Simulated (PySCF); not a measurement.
# Two-photon absorption: `N#Cc1ccc(Br)cc1`, C7H4BrN

Geometry (Å), atoms numbered from 1 in this order:
```xyz
13

N     4.355    0.783   -0.184
C     3.204    0.642   -0.176
C     1.783    0.467   -0.165
C     0.937    1.585   -0.141
C    -0.442    1.417   -0.131
C    -0.976    0.127   -0.146
Br   -2.843   -0.102   -0.132
C    -0.146   -0.994   -0.169
C     1.233   -0.823   -0.179
H     1.366    2.589   -0.130
H    -1.105    2.283   -0.113
H    -0.579   -1.995   -0.180
H     1.892   -1.692   -0.198
```

Computed with PySCF 2.14.0, TDDFT CAM-B3LYP/aug-cc-pVDZ excited states, vertical, gas phase. Geometry: PBE0-D3(BJ)/def2-SVP.

The calculation is non-relativistic, which matters for the atoms heavier than Zn.

Q: How strongly do the lowest singlets absorb one photon, and two photons of half the energy?

A: δ for parallel linear polarisation; σ at the peak of a Lorentzian of half width 0.1 eV, single beam; Ω is circular over linear.
```csv
state,E (eV),f,photon λ (nm),δ (au),σ (GM),Ω,main
S1,5.09,0.001,487,0.61,0.01,1.50,"HOMO→LUMO+1 0.54, HOMO−1→LUMO 0.43"
S2,5.30,0.398,468,188,1.94,0.81,HOMO→LUMO 0.91
S3,5.86,0.000,423,1.9,0.02,1.50,"HOMO→LUMO+3 0.38, HOMO→LUMO+2 0.32"
S4,6.34,0.258,391,6.78,0.10,1.50,"HOMO−1→LUMO 0.52, HOMO→LUMO+1 0.44"
S5,6.42,0.000,386,0.42,0.01,1.50,HOMO−2→LUMO 0.94
S6,6.59,0.000,376,<0.1,0.00,–,HOMO−4→LUMO 0.85
```

Among these, the strongest one-photon state is S2, the strongest two-photon state S2, with a dipole change of 2.2 D (relaxed, norm of the difference vector).
